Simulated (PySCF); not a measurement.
This PySCF input asks for the NMR shieldings of SMILES C/C=C1\[SiH2]O[Si@@]1(C)Cl, C₄H₉ClOSi₂; the geometry comes from GFN2-xTB.

```python
import basis_set_exchange as bse
import numpy as np
from pyscf import gto, dft
from pyscf.prop import nmr

atoms = """
C     2.729757   -0.513215   -0.573609
C     1.262201   -0.746560   -0.704934
C     0.333103    0.096371   -0.279601
Si    0.299683    1.794863    0.573287
O    -1.361078    1.669591    0.486492
Si   -1.563296    0.195985   -0.260862
C    -2.580549   -0.987465    0.803069
Cl   -2.437454    0.485392   -2.049294
H     3.190019   -1.323342   -0.008067
H     3.195070   -0.494721   -1.559061
H     2.921807    0.431428   -0.070316
H     0.985996   -1.678948   -1.187405
H     0.719441    2.942312   -0.215305
H     0.677069    1.823292    1.978500
H    -2.090876   -1.184966    1.750400
H    -2.729207   -1.933691    0.294402
H    -3.558684   -0.564294    1.012394
"""
names = dict.fromkeys(["C", "Si", "O", "Cl", "H"], "pcSseg-1")
basis = {el: gto.basis.parse(bse.get_basis(n, elements=[el], fmt="nwchem")) for el, n in names.items()}
mol = gto.M(atom=atoms, basis=basis, charge=0, verbose=0)
mf = dft.RKS(mol, xc="PBE0")
mf.grids.level = 2
mf.grids.alignment = dft.numint.BLKSIZE   # the property module wants whole blocks of grid points
mf.conv_tol = 1e-9
mf.kernel()

calc = nmr.RKS(mf)   # GIAO
C = mf.mo_coeff
Co = C[:, mf.mo_occ > 0]
resp = mf.gen_response(singlet=True, hermi=2)
def vind(x):   # induced exchange potential for any number of trial vectors
    d = np.einsum("pi,xij,qj->xpq", C, 2 * x.reshape(-1, C.shape[1], Co.shape[1]), Co, optimize=True)
    return np.einsum("xpq,pi,qj->xij", resp(d - d.transpose(0, 2, 1)), C, Co, optimize=True).ravel()
mo1, _ = nmr.rhf.solve_mo1(calc, with_cphf=vind)
sigma = calc.kernel(mo1)
for i, s in enumerate(sigma):   # ppm
    print("%2d %-2s %9.2f" % (i, mol.atom_pure_symbol(i), np.trace(s) / 3))
```

Question: What are the results?

Answer: 
```
 0 C     156.74
 1 C      25.83
 2 C      27.15
 3 Si    364.90
 4 O     238.53
 5 Si    333.41
 6 C     180.77
 7 Cl    859.47
 8 H      29.55
 9 H      29.52
10 H      30.40
11 H      24.86
12 H      26.03
13 H      26.11
14 H      31.31
15 H      31.42
16 H      30.91
```

These numbers come from an equivalent density-fitted implementation of the same equations, which agrees with the script to about 0.01 ppm for H and up to a few tenths of a ppm for heavy atoms, so last digits may differ.

Size and cost of the density-fitted run: 202 basis functions, 83 s wall time on 1 thread of an Arm Neoverse N1, shared host; peak memory 0.92 GiB.
